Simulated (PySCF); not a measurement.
Isomers of C6H12N2Si.

All values: PBE0/pcSseg-1 (PySCF) at GFN2-xTB geometries, gas phase, one conformer each.

**Question.** Rank by HOMO–LUMO gap, highest first.
A. `[CH2:1]=[N:2][SiH2:3][C:4]([CH3:5])([CH3:6])[CH2:7][C:8]#[N:9]` with C1–N2–Si3–C4 123°, N2–Si3–C4–C5 -172°, Si3–C4–C7–C8 -56°
B. `[CH2:1]=[CH:2][N:3]([SiH3:4])[C@@H:5]([CH3:6])[CH2:7][C:8]#[N:9]` with C1–C2–N3–Si4 -5°, C2–N3–C5–C6 -59°, N3–C5–C7–C8 167°
C. `[CH:1]#[C:2][CH2:3][N:4]([CH3:5])[C:6](=[CH2:7])[SiH2:8][NH2:9]` with C2–C3–N4–C5 78°, C3–N4–C6–C7 -154°, N4–C6–Si8–N9 162°, C6–Si8–N9–H 171° and -52°
D. `[CH3:1][c:2]1[cH:3][cH:4][n:5]([SiH:6]([CH3:7])[CH3:8])[n:9]1` with C4–N5–Si6–C7 -153°
E. `[CH2:1]=[CH:2][C@H:3]1[CH2:4][N:5]([SiH3:6])[N:7]=[C:8]1[CH3:9]` with C1–C2–C3–C4 135°
F. `[CH3:1][N:2]([CH3:3])[Si@H:4]1[CH2:5][C@H:6]([C:7]#[N:8])[CH2:9]1` with C1–N2–Si4–C5 63°, N2–Si4–C5–C6 121°, Si4–C5–C6–C7 104°, C5–C6–C9–Si4 12°, N2–Si4–C9–C6 -121°

**Answer.** D (7.52 eV), F (7.01 eV), B (6.67 eV), A (6.17 eV), C (5.98 eV), E (5.64 eV).

**Question.** Rank by the highest Hirshfeld charge on any atom, highest value first.
A. `[CH:1]#[C:2][CH2:3][N:4]([CH3:5])[C:6](=[CH2:7])[SiH2:8][NH2:9]` with C2–C3–N4–C5 78°, C3–N4–C6–C7 -154°, N4–C6–Si8–N9 162°, C6–Si8–N9–H 171° and -52°
B. `[H]/[N:9]=[CH:8]/[C@@H:6](/[N:5]=[C:3](\[CH:2]=[CH2:1])[CH3:4])[SiH3:7]` with C1–C2–C3–C4 -3°, C3–N5–C6–Si7 94°, N5–C6–C8–N9 159°
C. `[CH3:1][SiH2:2][NH:3][CH2:4]/[CH:5]=[CH:6]\[CH2:7][C:8]#[N:9]` with C1–Si2–N3–C4 175°, Si2–N3–C4–C5 -149°, N3–C4–C5–C6 30°, C5–C6–C7–C8 -91°
D. `[CH3:1][c:2]1[cH:3][cH:4][n:5][n:6]1[SiH:7]([CH3:8])[CH3:9]` with N5–N6–Si7–C8 105°
E. `C[Si](C)(C)c1cn[nH]c1`
F. `[CH:1]#[C:2][Si@:3]1([NH:4][CH3:5])[CH2:6][CH2:7][CH2:8][NH:9]1` with C2–Si3–N4–C5 42°, C2–Si3–C6–C7 -130°, Si3–C6–C7–C8 34°, C6–C7–C8–N9 -45°, C7–C8–N9–Si3 35°

**Answer.** F (+0.443 e), D (+0.427 e), E (+0.408 e), C (+0.374 e), A (+0.353 e), B (+0.316 e).

**Question.** Rank by the lowest Hirshfeld charge on any atom, lowest value first.
A. `[CH:1]#[C:2][Si@:3]1([NH:4][CH3:5])[CH2:6][CH2:7][CH2:8][NH:9]1` with C2–Si3–N4–C5 42°, C2–Si3–C6–C7 -130°, Si3–C6–C7–C8 34°, C6–C7–C8–N9 -45°, C7–C8–N9–Si3 35°
B. `[CH2:1]=[CH:2][C@H:3]1[CH2:4][N:5]([SiH3:6])[N:7]=[C:8]1[CH3:9]` with C1–C2–C3–C4 135°
C. `[CH3:1][SiH2:2][NH:3][CH2:4]/[CH:5]=[CH:6]\[CH2:7][C:8]#[N:9]` with C1–Si2–N3–C4 175°, Si2–N3–C4–C5 -149°, N3–C4–C5–C6 30°, C5–C6–C7–C8 -91°
D. `C[Si](C)(C)C1=CNN=C1`
E. `[CH:1]#[C:2][CH2:3][N:4]([CH3:5])[C:6](=[CH2:7])[SiH2:8][NH2:9]` with C2–C3–N4–C5 78°, C3–N4–C6–C7 -154°, N4–C6–Si8–N9 162°, C6–Si8–N9–H 171° and -52°

**Answer.** E (-0.310 e), A (-0.253 e), C (-0.237 e), D (-0.219 e), B (-0.124 e).

All values together:

```tsv
SMILES	μ (D)	HOMO (eV)	LUMO (eV)	lowest IAO charge (e)	highest IAO charge (e)	lowest Hirshfeld charge (e)	highest Hirshfeld charge (e)
Cc1ccnn1[SiH](C)C	2.13	-6.74	0.46	-0.730 (C)	+1.045 (Si)	-0.215 (C)	+0.427 (Si)
C#CCN(C)C(=C)[SiH2]N	0.73	-5.71	0.27	-0.835 (N)	+0.873 (Si)	-0.310 (N)	+0.353 (Si)
C#C[Si@]1(NC)CCCN1	0.91	-6.40	0.35	-0.695 (N)	+1.232 (Si)	-0.253 (N)	+0.443 (Si)
C[Si](C)(C)c1cn[nH]c1	2.24	-7.09	0.50	-0.722 (C)	+1.075 (Si)	-0.219 (C)	+0.408 (Si)
[H]/N=C/[C@H]([SiH3])/N=C(/C)C=C	1.73	-7.00	-1.43	-0.462 (N)	+0.616 (Si)	-0.240 (N)	+0.316 (Si)
C[SiH2]NC/C=C\CC#N	3.21	-6.88	-0.31	-0.725 (C)	+0.898 (Si)	-0.237 (N)	+0.374 (Si)
CN(C)[Si@H]1C[C@H](C#N)C1	5.32	-6.71	0.30	-0.553 (C)	+1.015 (Si)	-0.241 (N)	+0.401 (Si)
C=CN([SiH3])[C@@H](C)CC#N	2.89	-6.33	0.34	-0.459 (N)	+0.732 (Si)	-0.230 (N)	+0.358 (Si)
Cc1ccn([SiH](C)C)n1	1.78	-6.96	0.56	-0.731 (C)	+1.057 (Si)	-0.214 (C)	+0.427 (Si)
C=N[SiH2]C(C)(C)CC#N	2.67	-7.17	-1.01	-0.524 (N)	+0.859 (Si)	-0.231 (N)	+0.358 (Si)
C=C[C@H]1CN([SiH3])N=C1C	1.87	-5.78	-0.14	-0.434 (C)	+0.759 (Si)	-0.124 (N)	+0.348 (Si)
C#CC[Si@@]1(N)CCN1C	0.86	-5.99	1.09	-0.842 (N)	+1.247 (Si)	-0.319 (N)	+0.446 (Si)
```

Conformers: `[CH3:1][c:2]1[cH:3][cH:4][n:5][n:6]1[SiH:7]([CH3:8])[CH3:9]` with N5–N6–Si7–C8 105°; `[CH:1]#[C:2][CH2:3][N:4]([CH3:5])[C:6](=[CH2:7])[SiH2:8][NH2:9]` with C2–C3–N4–C5 78°, C3–N4–C6–C7 -154°, N4–C6–Si8–N9 162°, C6–Si8–N9–H 171° and -52°; `[CH:1]#[C:2][Si@:3]1([NH:4][CH3:5])[CH2:6][CH2:7][CH2:8][NH:9]1` with C2–Si3–N4–C5 42°, C2–Si3–C6–C7 -130°, Si3–C6–C7–C8 34°, C6–C7–C8–N9 -45°, C7–C8–N9–Si3 35°; `[H]/[N:9]=[CH:8]/[C@@H:6](/[N:5]=[C:3](\[CH:2]=[CH2:1])[CH3:4])[SiH3:7]` with C1–C2–C3–C4 -3°, C3–N5–C6–Si7 94°, N5–C6–C8–N9 159°; `[CH3:1][SiH2:2][NH:3][CH2:4]/[CH:5]=[CH:6]\[CH2:7][C:8]#[N:9]` with C1–Si2–N3–C4 175°, Si2–N3–C4–C5 -149°, N3–C4–C5–C6 30°, C5–C6–C7–C8 -91°; `[CH3:1][N:2]([CH3:3])[Si@H:4]1[CH2:5][C@H:6]([C:7]#[N:8])[CH2:9]1` with C1–N2–Si4–C5 63°, N2–Si4–C5–C6 121°, Si4–C5–C6–C7 104°, C5–C6–C9–Si4 12°, N2–Si4–C9–C6 -121°; `[CH2:1]=[CH:2][N:3]([SiH3:4])[C@@H:5]([CH3:6])[CH2:7][C:8]#[N:9]` with C1–C2–N3–Si4 -5°, C2–N3–C5–C6 -59°, N3–C5–C7–C8 167°; `[CH3:1][c:2]1[cH:3][cH:4][n:5]([SiH:6]([CH3:7])[CH3:8])[n:9]1` with C4–N5–Si6–C7 -153°; `[CH2:1]=[N:2][SiH2:3][C:4]([CH3:5])([CH3:6])[CH2:7][C:8]#[N:9]` with C1–N2–Si3–C4 123°, N2–Si3–C4–C5 -172°, Si3–C4–C7–C8 -56°; `[CH2:1]=[CH:2][C@H:3]1[CH2:4][N:5]([SiH3:6])[N:7]=[C:8]1[CH3:9]` with C1–C2–C3–C4 135°; `[CH:1]#[C:2][CH2:3][Si@@:4]1([NH2:5])[CH2:6][CH2:7][N:8]1[CH3:9]` with C2–C3–Si4–N5 63°, C3–Si4–N5–H -32° and -179°.
